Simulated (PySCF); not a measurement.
**Dipole response of Ne⁺ (neon, charge +1)**

[He] 2s2 2p5, 2P determinant. All numbers are calculated (PySCF 2.14, the non-relativistic Hamiltonian (point nucleus), in dyall-av3z (15s9p3d2f, 71 functions)). Coupled (time-dependent) response in atomic units; α is the mean over directions.

| method | mean α (bohr³) | α xx, yy, zz | C₆ (like pair) | S(−4) |
| --- | --- | --- | --- | --- |
| UHF | 1.215 | 1.285, 1.180, 1.180 | 2.100 | 0.4502 |
| PBE | 1.349 | 1.396, 1.325, 1.325 | 2.395 | 0.6132 |
| PBE0 | 1.305 | 1.360, 1.277, 1.277 | 2.297 | 0.5543 |
| wB97X | 1.325 | 1.380, 1.298, 1.298 | 2.342 | 0.5748 |
| B97-3 | 1.305 | 1.361, 1.276, 1.276 | 2.295 | 0.5533 |

S(−4) is the Cauchy moment in α(ω) = α(0) + S(−4) ω² + …

α(iu) at PBE:

| u (hartree) | α(iu) (bohr³) |
| --- | --- |
| 0 | 1.349 |
| 0.0500 | 1.347 |
| 0.100 | 1.343 |
| 0.200 | 1.325 |
| 0.300 | 1.297 |
| 0.500 | 1.219 |
| 0.750 | 1.100 |
| 1.00 | 0.9769 |
| 1.50 | 0.7585 |
| 2.00 | 0.5908 |
| 3.00 | 0.3768 |
| 5.00 | 0.1866 |

For an ion, C₆ is the dispersion term alone; charge-induced terms of lower order in 1/R come first.

The components differ because the open shell of this determinant is not spherical; for a pure term their mean is the scalar polarisability.
